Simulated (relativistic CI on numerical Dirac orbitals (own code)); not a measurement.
Ni3+ in a cubic cluster: 3p photoemission with charge transfer

Computed with a charge-transfer multiplet model of a cubic metal-ligand cluster with up to 3 ligand holes, Slater and spin-orbit integrals from Dirac-Coulomb-Breit ions, Slater integrals scaled by 0.8. The parameters are those of a tetrahedral site (10Dq negative, t2 hopping the larger). The ground state mixes d7 with configurations of k ligand holes L, whose averages lie at kΔ + k(k − 1)U_dd/2; a core hole lowers each added d electron by U_cd. 20 K, Lorentzian 0.9 eV and Gaussian 0.8 eV FWHM.

Atomic integrals in eV (Slater integrals scaled, ζ unscaled), ground: F2dd 10.578, F4dd 6.603, zeta_d 0.089; with the core hole: F2dd 11.372, F4dd 7.136, zeta_d 0.097, zeta_core 1.496, F2cd 11.943, G1cd 14.680, G3cd 9.010.

Cluster parameters (eV): U_dd = 6.1, U_cd = 6.8, 10Dq = -0.35, 10Dq(ligand) = 0, V(eg) = 1.25, V(t2g) = -2.12, final-state hopping factor = 1.

| Case | n_d | d7 | d8L | d9L2 | d10L3 | S |
| --- | --- | --- | --- | --- | --- | --- |
| Δ = -2.8 eV | 7.91 | 0.25 | 0.59 | 0.15 | 0.01 | 1.50 |
| Δ = -1.8 eV | 7.78 | 0.33 | 0.56 | 0.11 | 0.00 | 1.50 |
| Δ = 0.2 eV | 7.55 | 0.51 | 0.44 | 0.05 | 0.00 | 1.50 |
| Δ = 2.2 eV | 7.36 | 0.67 | 0.31 | 0.02 | 0.00 | 1.50 |
| Δ = 3.2 eV | 7.29 | 0.73 | 0.26 | 0.02 | 0.00 | 1.50 |

Weights, n_d and S are thermal averages at 20 K. Binding energies count from the first peak over 30 % of the highest in each spectrum, which can be another peak from case to case. The parameters are a model scan and need not match a compound or its usual spin state. Peaks in eV (height, largest 100):
- Δ = -2.8 eV: 0.0 (100), 6.6 (53), 10.2 (24), 12.8 (17), 14.2 (17), 15.9 (27), 23.1 (16)
- Δ = -1.8 eV: 0.0 (100), 6.7 (57), 10.0 (26), 13.0 (20), 15.9 (23), 20.7 (7), 22.9 (17), 31.4 (6)
- Δ = 0.2 eV: 0.0 (100), 6.6 (59), 10.0 (26), 13.1 (20), 15.3 (21), 17.9 (21), 23.2 (16), 29.3 (10)
- Δ = 2.2 eV: 0.0 (100), 6.0 (64), 11.0 (25), 13.9 (22), 17.6 (24), 20.2 (17), 24.5 (16), 28.0 (11)
- Δ = 3.2 eV: 0.0 (100), 5.4 (65), 9.6 (31), 11.5 (20), 14.1 (24), 18.2 (29), 21.7 (14), 24.3 (14), 25.8 (12), 28.0 (7)

Curve for Δ = 3.2 eV (points under 2 left out, the grid thinned):

E (eV), Intensity and a bar:
```
     -3.7        3.4 
     -2.9        5.2 #
     -2.1        9.3 ##
     -1.4       20.7 ######
     -0.6       70.3 #####################
      0.2       97.5 ##############################
      0.9       77.7 ########################
      1.7       60.2 ##################
      2.5       46.9 ##############
      3.3       37.4 ###########
      4.1       35.2 ##########
      4.8       51.1 ###############
      5.6       64.7 ####################
      6.4       56.2 #################
      7.1       44.8 #############
      7.9       31.3 #########
      8.7       28.7 ########
      9.5       31.0 #########
     10.3       26.6 ########
     11.0       20.9 ######
     11.8       20.0 ######
     12.6       16.2 ####
     13.3       18.0 #####
     14.1       24.2 #######
     14.9       17.7 #####
     15.7       12.0 ###
     16.5       12.7 ###
     17.2       15.6 ####
     18.0       27.3 ########
     18.8       20.6 ######
     19.5       11.3 ###
     20.3       11.3 ###
     21.1       13.3 ####
     21.9       13.5 ####
     22.7       11.3 ###
     23.4       10.3 ###
     24.2       13.7 ####
     25.0       11.4 ###
     25.7       11.7 ###
     26.5        7.9 ##
     27.3        5.7 #
     28.1        6.5 #
     28.9        3.3 
     29.6        2.1 
     30.4        2.0
```

For the case Δ = 0.2 eV, Δ = 0.2 eV is smaller than U_dd = 6.1 eV, the charge-transfer side of the Zaanen-Sawatzky-Allen scheme. With the core hole the configuration with one ligand hole lies at Δ − U_cd = -9.6, -8.6, -6.6, -4.6, -3.6 eV from the one without, in the order of the table; where this is negative the screened configuration lies lower, though the effective hopping of about 3.3 eV (from the holes of the mixed ground state) mixes the two strongly wherever it is as large as the gap.
